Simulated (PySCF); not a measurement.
# How the method changes the constants of CsCa

State: ²Σ⁺ (doublet), unpaired electrons σ ↑. Set-up: PySCF, scalar-relativistic core potentials, basis sets Cs def2-SVP with ECP46, Ca def2-SVP. De refers to Cs + Ca in their ground configurations, without counterpoise correction. The functionals are run spin-unrestricted. A positive dipole means Cs(−)Ca(+). Levels whose curve was spin-contaminated or gave no clean fit are not listed.

```json
{"Level": "ROHF-MP2", "Re (Å)": "5.010", "ωe (cm⁻¹)": "34.0", "De (eV)": "0.092", "μ (D)": "n/a", "CPU s a point (SCF and correlation, without the integrals)": "0.15"}
{"Level": "ROHF-SCS-MP2", "Re (Å)": "5.095", "ωe (cm⁻¹)": "31.2", "De (eV)": "0.076", "μ (D)": "n/a", "CPU s a point (SCF and correlation, without the integrals)": "n/a"}
{"Level": "ROHF-CCSD", "Re (Å)": "4.925", "ωe (cm⁻¹)": "37.4", "De (eV)": "0.101", "μ (D)": "n/a", "CPU s a point (SCF and correlation, without the integrals)": "n/a"}
{"Level": "ROHF-CCSD(T)", "Re (Å)": "4.853", "ωe (cm⁻¹)": "40.7", "De (eV)": "0.119", "μ (D)": "n/a", "CPU s a point (SCF and correlation, without the integrals)": "7.7"}
{"Level": "PBE", "Re (Å)": "4.651", "ωe (cm⁻¹)": "54.6", "De (eV)": "0.232", "μ (D)": "-2.65", "CPU s a point (SCF and correlation, without the integrals)": "0.57"}
{"Level": "BLYP", "Re (Å)": "4.830", "ωe (cm⁻¹)": "43.5", "De (eV)": "0.109", "μ (D)": "-1.72", "CPU s a point (SCF and correlation, without the integrals)": "0.36"}
{"Level": "r²SCAN", "Re (Å)": "4.722", "ωe (cm⁻¹)": "54.1", "De (eV)": "0.236", "μ (D)": "-3.68", "CPU s a point (SCF and correlation, without the integrals)": "0.88"}
{"Level": "PBE0", "Re (Å)": "4.694", "ωe (cm⁻¹)": "53.1", "De (eV)": "0.199", "μ (D)": "-2.95", "CPU s a point (SCF and correlation, without the integrals)": "0.9"}
{"Level": "HSE06", "Re (Å)": "4.694", "ωe (cm⁻¹)": "52.6", "De (eV)": "0.202", "μ (D)": "-2.72", "CPU s a point (SCF and correlation, without the integrals)": "0.73"}
{"Level": "M06-2X", "Re (Å)": "4.548", "ωe (cm⁻¹)": "57.8", "De (eV)": "0.228", "μ (D)": "-0.91", "CPU s a point (SCF and correlation, without the integrals)": "0.95"}
{"Level": "B2PLYP", "Re (Å)": "4.912", "ωe (cm⁻¹)": "38.5", "De (eV)": "0.085", "μ (D)": "-1.32", "CPU s a point (SCF and correlation, without the integrals)": "0.53"}
```

(1) Which functional lies closest to ROHF-CCSD(T) in De, which farthest, and by how much do they differ from it?

(2) What does the step from GGA to meta-GGA do here, going from PBE to r²SCAN?

(3) What does the triples do here, going from ROHF-CCSD to ROHF-CCSD(T)?

Correlated steps freeze 5 core orbitals. The bond is weak. Basis-set superposition, not corrected here, can be much of De in a small basis, most of all at correlated wavefunction levels. Functionals without a dispersion term scatter widely for such bonds, and LDA overbinds them. Spin–orbit coupling is left out. B2PLYP dipoles, levels and charges come from its SCF part alone. The state is the lowest determinant that a PBE0 search found; another state may lie lower at other levels.

The whole job (state search and all levels along the bond) took about 2.8 min on 1 thread of Arm Neoverse V2 (shared host), peak memory 0.61 GiB.

Results:

(1) Closest is BLYP (-2.3 pm in Re, +6.9 % in ωe, -0.01 eV in De against ROHF-CCSD(T) in the same basis), farthest r²SCAN (-13.1 pm in Re, +32.9 % in ωe, +0.12 eV in De). CCSD(T) converges more slowly with the basis than the functionals do and binds too weakly in this one, so the order can change at the basis-set limit.

(2) r²SCAN less PBE: +7.1 pm in Re, -0.9 % in ωe, +0.00 eV in De. 

(3) ROHF-CCSD(T) less ROHF-CCSD: -7.2 pm in Re, +8.8 % in ωe, +0.02 eV in De. Correlation nearly always deepens the well. The bond shortens, as in weak, metallic or heavy-atom bonds, where dispersion and the correlation of outer-core electrons pull the atoms together.
